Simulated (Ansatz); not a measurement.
One change: `N#[C][In]([F])[Cl]` becomes `[F][InH][Cl]`.

Ansatz, PBE0-D4/def2-TZVP geometries, multiplicity 1. 

Elements past krypton have def2 core potentials.

| property | `N#[C][In]([F])[Cl]` |
| --- | --- |
| size of the dipole moment (ωB97M-V/def2-TZVPP) / D | 1.58 |
| size of the dipole moment (B3LYP/def2-TZVPP) / D | 1.60 |
| HOMO–LUMO gap (PBE/def2-TZVPP) / eV | 4.78 |
| size of the dipole moment (PBE/def2-TZVPP) / D | 1.52 |
| HOMO–LUMO gap (B3LYP/def2-TZVPP) / eV | 6.53 |
| LUMO energy (PBE0/def2-TZVPP) / eV | -2.72 |

Give the same properties after the change, and the shifts. (An estimate is asked.)

Ansatz gave: 
```tsv
property	`[F][InH][Cl]`	shift
size of the dipole moment (ωB97M-V/def2-TZVPP) / D	3.03	1.45
size of the dipole moment (B3LYP/def2-TZVPP) / D	3.00	1.40
HOMO–LUMO gap (PBE/def2-TZVPP) / eV	4.95	0.17
size of the dipole moment (PBE/def2-TZVPP) / D	2.84	1.32
HOMO–LUMO gap (B3LYP/def2-TZVPP) / eV	6.65	0.12
LUMO energy (PBE0/def2-TZVPP) / eV	-1.84	0.88
```

With PBE0 the HOMO rises by 0.81 eV and the LUMO rises by 0.88 eV, so the gap widens by about 0.07 eV. PBE moves the HOMO by 0.75 eV and ωB97M-V by 0.85 eV. The zero-point energy changes by -4.2 kJ/mol with -3 modes. Dipoles are sizes alone; their direction can turn.

B3LYP here is the variant with VWN-RPA as its local correlation; programs differ in this.
